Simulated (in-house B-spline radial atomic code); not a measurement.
**RPA and G0W0 on CAM-B3LYP: the carbon ion C³⁺**

Configuration [He] 2s1, highest spin, mean-field start CAM-B3LYP. Computed with a B-spline radial code for spherical atoms: all electrons, scalar-relativistic (spin-free one-electron X2C), finite nucleus, each spin shell either full or empty, empty states to l = 9 with an (l + 1/2)⁻⁴ tail; G0W0 by contour deformation at full frequency.

RPA overbinds a lone outer s electron by self-correlation, and G0W0 tends to as well.

Command:
```bash
python run_gw.py task.json out
```
Settings (radii: box in bohr, nucleus in fm):
```
Z                        6
electrons                3
configuration            [He] 2s1
hamiltonian              x2c
method                   camb3lyp
lmax                     9
rms_radius               2.4702
spin_polarised           True
box_radius               14.14
intervals                71
ion_configuration        1s2
```

Time taken, with all properties: 2.5 s on 1 thread of Intel(R) Xeon(R) Platinum 8259CL CPU @ 2.50GHz, on a shared host.

Energies (hartree):

| term | value |
| --- | --- |
| mean-field total | -34.77561 |
| Hartree-Fock functional on these orbitals | -34.73924 |
| direct second order | -0.13545 |
| second-order exchange | 0.08476 |
| SOSEX correction | 0.076072 |

(1) What is the RPA correlation energy, and what remains with SOSEX?

Quasi-particle levels (eV):

| level | occupied | mean field | Σx - vxc | Σc | QP weight | G0W0 |
| --- | --- | --- | --- | --- | --- | --- |
| 2s up | yes | -61.00 | -3.40 | ? | ? | ? |
| 1s down | yes | -340.63 | -25.05 | 3.34 | 0.910 | -362.34 |
| 1s up | yes | -341.85 | -26.26 | 3.63 | 0.876 | -364.48 |
| 2s down | no | -50.70 | 5.39 | -2.37 | 0.931 | -47.68 |

G0W0 = mean field + (Σx - vxc) + Σc, with Σc (partial-wave tail included) taken at the quasi-particle energy.

(2) Where does G0W0 put 2s up?

(3) What does it cost to remove one electron (to 1s2) by differences of total energies, each species on its own start (correlation terms add to the Hartree-Fock functional)?

Results:

(1) RPA gives -0.12426 hartree (-1.13 eV per electron); RPA + SOSEX gives -0.048183, and the second-order doubles -0.050691 hartree (no singles). SOSEX takes back 61 % of the RPA value.

(2) At -65.63 eV, with Σc = -1.23 eV and a quasi-particle weight of 0.967. The tabulated removal energy is 64.494 eV (NIST, measured).

(3) CAM-B3LYP 65.14 eV, Hartree-Fock functional 64.37 eV, + RPA 65.34 eV, + RPA + SOSEX 64.48 eV, + second order 64.49 eV. Tabulated: 64.494 eV (NIST, measured).
